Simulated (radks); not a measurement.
Question: These are the eigenvalues of the occupied orbitals of an atom or ion with whole-number occupations (eV). Method: scalar-relativistic Kohn-Sham, Slater X-alpha with alpha = 0.709, spin-polarised, spherical densities, finite nucleus; Fermi nuclear charge, rms radius of each element as measured or else 0.836 A^(1/3) + 0.57 fm; computed with a radial shooting solver on a logarithmic mesh with Libxc functionals.

| orbital | eigenvalue |
|---|---|
| 1s up | -6431.922 |
| 1s down | -6431.877 |
| 2s up | -751.9143 |
| 2s down | -749.2673 |
| 2p up | -639.3715 |
| 2p down | -637.3278 |
| 3s up | -95.1241 |
| 3s down | -88.8510 |
| 3p up | -64.1487 |
| 3p down | -57.9339 |
| 3d up | -16.3518 |
| 4s up | -12.6436 |

Which element is it, and in what charge state? The configuration may be excited. Open shells, if any, are filled with parallel spins first.

Answer: Z = 25, manganese, charge +1: Mn+ in [Ar] 3d5 4s1. The list shows which subshells hold electrons but not how many an open one holds; the 1s level, -236.37 hartree, gives Z - s = 21.7 by -(Z - s)^2/2, which with screening and relativity narrows Z to a few neighbours, and the depths of the outer levels then fix element, charge and occupations together.
